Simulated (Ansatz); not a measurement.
Abridged output of a molecular run in Ansatz:

```
Functional definition: HF
964 factors; integrals over basis functions are off by at most 1.1e-3 eV
mean field evaluation 1: about -55925.7886 eV, gradient 2.6e1 eV
mean field evaluation 2: about -55925.7953 eV, gradient 2.6e1 eV
mean field evaluation 4: about -55927.8827 eV, gradient 4.0e0 eV
mean field evaluation 8: about -55927.9378 eV, gradient 2.0e-1 eV
mean field evaluation 16: about -55927.9258 eV, gradient 1.1e0 eV
mean field -55927.93811534 eV, -2055.3138164207 hartree, gradient 1.8e-6 eV, S^2 0.000000; 0 other end points of the search recorded, 0 dependent functions left out; unrestricted orbitals would lower it
12 core orbitals not correlated: weight in the atoms' cores, before any rotation towards them, 1.000 or more for the frozen orbitals, at most 0.000 for the correlated occupied ones
reference -55927.93811534 eV, -2055.3138164207 hartree; 15, 15 occupied and 67, 67 virtual orbitals, 964 factors
second order -17.41837317 eV of doubles, -0.00000000 eV of singles
cycle   1  -17.15558167 eV  change    2.6e-1 eV  update   1.1e-1
cycle   2  -17.78768770 eV  change   -6.3e-1 eV  update   3.5e-2
cycle   3  -17.90801548 eV  change   -1.2e-1 eV  update   1.7e-2
cycle   4  -17.90274609 eV  change    5.3e-3 eV  update   4.3e-3
cycle   5  -17.90503575 eV  change   -2.3e-3 eV  update   2.1e-3
cycle   6  -17.90566254 eV  change   -6.3e-4 eV  update   6.5e-4
cycle   7  -17.90540829 eV  change    2.5e-4 eV  update   3.9e-4
cycle   8  -17.90529147 eV  change    1.2e-4 eV  update   1.5e-4
cycle   9  -17.90530282 eV  change   -1.1e-5 eV  update   5.8e-5
cycle  10  -17.90528388 eV  change    1.9e-5 eV  update   2.0e-5
perturbative correction -0.69624913 eV, -0.0255866835 hartree
Total energy: -55946.53964835 eV, -2055.9974101503 hartree
```

Its atoms:

Z-matrix (Å, degrees):
```
C
C 1 1.475
N 1 1.494 2 50.1
H 1 1.086 2 120.0 3 101.6
H 1 1.086 2 120.0 3 -101.6
Ga 2 1.951 1 147.8 3 -180.0
H 6 1.560 2 117.7 1 -87.7
H 6 1.560 2 117.7 1 87.8
```

(1) Which basis set was used?
A. def2-SVPD
B. cc-pV(Q+d)Z
C. def2-QZVPP
D. def2-SVP

(2) Write the keys of the input that set method, charge and spin (a neutral closed shell needs none for the last two).

Answers

(1) D. It gives 94 functions.

(2) 
```yaml
correlation: {method: ccsd_t}
```
